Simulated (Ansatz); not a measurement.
Consider the ligand exchange at the Al–O bond: `[CH3][AlH][OH]` + `O[SiH](F)F` → `[CH3][AlH][O][SiH](F)F` + H₂O.

Calculated with Ansatz (gas phase, PBE0-D4/def2-TZVP geometries, no zero-point term in ΔE). CCSD(T)/CBS is the MP2 limit (def2-TZVPP, def2-QZVPP) plus CCSD(T) − MP2 in def2-TZVPP, frozen cores. This one scheme is used for every species. DFT in def2-TZVPP. B3LYP here is the variant with VWN-RPA as its local correlation; programs differ in this. One conformer a species, not always the lowest.

`[CH3][AlH][OH]`:

Z-matrix (Å, degrees):
```
C
Al 1 1.941
H 1 1.092 2 111.9
H 1 1.095 2 111.0 3 120.7
H 1 1.095 2 111.2 3 -121.1
O 2 1.701 1 117.6 3 -3.3
H 2 1.589 1 124.2 3 176.8
H 6 0.956 2 122.5 1 -179.8
```

`O[SiH](F)F`:

```xyz
6

O     1.033    0.463   -0.583
Si   -0.359   -0.142   -0.032
F    -1.058    0.857    0.979
F    -0.118   -1.476    0.788
H     1.739    0.700    0.019
H    -1.237   -0.403   -1.172
```

`[CH3][AlH][O][SiH](F)F`:

Cartesian coordinates in Å:
```
C 2.042 0.043 1.144
Al 0.445 0.904 0.462
O -0.680 -0.057 -0.378
Si -1.911 -0.626 -1.211
F -1.826 -0.130 -2.714
F -3.278 -0.072 -0.630
H 1.888 -0.277 2.181
H 2.308 -0.846 0.569
H 2.898 0.723 1.149
H 0.080 2.430 0.636
H -1.967 -2.092 -1.206
```

H₂O:

Z-matrix (Å, degrees):
```
O
H 1 0.960
H 1 0.960 2 105.1
```

| level | ΔE (eV) |
| --- | --- |
| PBE-D4 | -0.24 |
| B3LYP-D4 | -0.30 |
| ωB97M-V | -0.28 |
| PBE | -0.21 |

Q: What does CCSD(T)/CBS give? (Best estimate.)

A: Computed: -0.33 eV. The listed levels differ from it by 0.09, 0.03, 0.05, 0.12 eV.

Largest T1 diagnostic among the species: 0.012.

In def2-TZVPP, CCSD(T) changes the Hartree–Fock value by +0.04 eV (the triples alone add +0.01 eV) and MP2 by +0.06 eV. From PBE to PBE0 (25 % exact exchange), in def2-TZVPP and without D4, ΔE moves by −0.05 eV.
